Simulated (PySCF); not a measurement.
**Electron correlation in Zn⁺ (zinc, charge +1)**

Starting occupation: [Ar] 3d9 4s2, 3d3/2 with m_j = -3/2, -1/2, +1/2, +3/2, 3d5/2 with m_j = -3/2, -1/2, +1/2, +3/2, +5/2. Computed with PySCF 2.14 in x2c-TZVPall-2c (6s7p4d1f, 54 functions), with X2C-1e with screened-nucleus spin-orbit coupling, Gaussian nucleus. Frozen: [Ne]; 19 electrons correlated; the 6 highest virtual spinors left out.

MP2 pair energies summed by pair of shells (mhartree):

```json
{"pair": "3d-3d", "energy": "-255.74", "share (%)": "43.5"}
{"pair": "3d-3p", "energy": "-162.21", "share (%)": "27.6"}
{"pair": "3p-3p", "energy": "-46.00", "share (%)": "7.8"}
{"pair": "3d-4s", "energy": "-36.17", "share (%)": "6.2"}
{"pair": "3d-3s", "energy": "-33.61", "share (%)": "5.7"}
{"pair": "4s-4s", "energy": "-25.10", "share (%)": "4.3"}
{"pair": "3p-3s", "energy": "-17.00", "share (%)": "2.9"}
{"pair": "3p-4s", "energy": "-8.50", "share (%)": "1.4"}
{"pair": "3s-3s", "energy": "-2.69", "share (%)": "0.5"}
{"pair": "3s-4s", "energy": "-0.73", "share (%)": "0.1"}
```

Total MP2 correlation energy: -587.73 mhartree.

The GHF reference relaxed away from the jj start to a determinant that is no pure jj level (⟨S²⟩ = 0.75, ⟨J²⟩ = 8.76); the energies belong to that determinant.

This basis was not built for core-valence correlation, so the inner-shell part is incomplete.
